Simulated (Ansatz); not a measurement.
`FC1[C@@H](F)C[C@@H]1F`, charge 0, multiplicity 1.

Question: Give a relaxed structure at PBE0-D4/def2-TZVP (Ansatz 0.2.0). (An estimate is asked.)

Answer: Ansatz gave: 
```xyz
12

F    -1.853    0.917    0.191
C    -0.968    0.095   -0.470
C     0.398    0.767   -0.675
C     0.847    0.117    0.636
F     2.108   -0.393    0.692
C    -0.309   -0.894    0.507
F     0.089   -2.018   -0.168
H    -1.467   -0.346   -1.334
H     0.917    0.317   -1.522
H     0.414    1.853   -0.755
H     0.692    0.770    1.499
H    -0.867   -1.184    1.399
```
This is one stationary point; other conformers may exist.
